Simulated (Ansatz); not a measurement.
SinHm (charge +1): B3LYP-D4/6-31G single points in Ansatz on relaxed structures, gas phase. Each cluster is the lowest isomer that a short search found in that spin, judged at the geometry's level, and lower ones may exist. HOMO and LUMO are taken over both spins. The structures are stationary points that may keep the symmetry of their start. Remarks come from the PBE and PBE0 runs and from stability tests at other levels; not every state was tested.

Q: Estimate the order by HOMO (eV), lowest first.
A. Si6H3⁺ (singlet)
B. Si5H3⁺ (singlet)
C. Si8H8⁺ (doublet)

A: B (-11.13), A (-10.68), C (-10.21).

In full:

```tsv
species	atoms	state	geometry	HOMO (eV)	LUMO (eV)	gap (eV)	point group (within 0.1 Å)	remarks
Si5H3⁺	8	singlet	PBE-D4/def2-SVP	-11.13	-8.27	2.87	–	restricted SCF unstable in HF
Si6H3⁺	9	singlet	PBE0-D4/def2-SVP	-10.68	-7.13	3.55	Cs	–
Si8H8⁺	16	doublet	PBE-D4/def2-SVP	-10.21	-8.15	2.06	–	–
```

The gap (eV) runs from 2.06 (Si8H8⁺) to 3.55 (Si6H3⁺).
